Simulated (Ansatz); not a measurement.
Problem. Name a neutral molecule of C, F, O, Sn and H with HOMO energy (ωB97M-V/def2-TZVPP) between -11.60 and -11.30 eV and size of the dipole moment (B3LYP/def2-TZVPP) between 3.70 and 4.00 D (Ansatz, PBE0-D4/def2-TZVP geometry).

Solution. `CC(C)(C)[O][Sn]([F])([F])[F]` (-11.33 eV, 3.97 D). Other molecules can fit too; these were computed, each in one conformer that needn't be the lowest.

B3LYP here is the variant with VWN-RPA as its local correlation; programs differ in this.
